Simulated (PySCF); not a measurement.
# `Cc1nnc(C#N)n1C`, C$_{5}$H$_{6}$N$_{4}$

Geometry:
| atom | x (Å) | y (Å) | z (Å) |
| --- | --- | --- | --- |
| C1 | -2.116 | -0.537 | -0.115 |
| C2 | -0.670 | -0.833 | -0.196 |
| N3 | -0.146 | -1.999 | -0.482 |
| N4 | 1.176 | -1.893 | -0.466 |
| C5 | 1.475 | -0.650 | -0.167 |
| C6 | 2.758 | -0.096 | -0.042 |
| N7 | 3.790 | 0.391 | 0.068 |
| N8 | 0.322 | 0.076 | 0.018 |
| C9 | 0.228 | 1.469 | 0.348 |
| H10 | -2.664 | -1.449 | -0.328 |
| H11 | -2.394 | 0.226 | -0.842 |
| H12 | -2.383 | -0.186 | 0.882 |
| H13 | 0.859 | 1.690 | 1.211 |
| H14 | -0.805 | 1.717 | 0.582 |
| H15 | 0.564 | 2.081 | -0.492 |

Level of theory: GIAO B97-2/pcSseg-1 magnetisability, rotational g tensor and spin-rotation constants, non-relativistic, gas phase in PySCF. Geometry: GFN2-xTB.

What are the magnetisability and the molar susceptibility?

Isotropic -1177 × 10⁻³⁰ J/T², or -70.9 × 10⁻⁶ cm³/mol; principal values -1585, -991, -956 × 10⁻³⁰ J/T², anisotropy 612 × 10⁻³⁰ J/T² (root of half the summed squared differences of the principal values). The susceptibility is in cgs units.

Split it along the inertial axes a, b, c into diamagnetic and paramagnetic parts about the centre of mass, with the quadrupole moment.


```tsv
axis	χ (10⁻⁶ cm³/mol)	diamagnetic (10⁻⁶ cm³/mol)	paramagnetic (10⁻⁶ cm³/mol)	summed x² of all electrons (Å²)	quadrupole Θ (D Å)
a	-58.1	-444.8	386.7	212.7	-7.29
b	-59.1	-960.9	901.8	91.0	+1.25
c	-95.4	-1288.6	1193.1	13.8	+6.04
```
Anisotropies 2χaa − χbb − χcc = +38.3 and 2χbb − χaa − χcc = +35.3 × 10⁻⁶ cm³/mol. Θ is traceless in Buckingham's convention.

And the rotational g tensor?


| axis | rotational constant (GHz) | g | nuclear part | electronic part |
| --- | --- | --- | --- | --- |
| a | 3.5228 | -0.0583 | 0.5817 | -0.6400 |
| b | 1.3557 | -0.0250 | 0.5494 | -0.5744 |
| c | 0.9911 | -0.0027 | 0.5529 | -0.5556 |

Asymmetric top; isotopes 12C, 1H, 14N; no vibrational averaging.
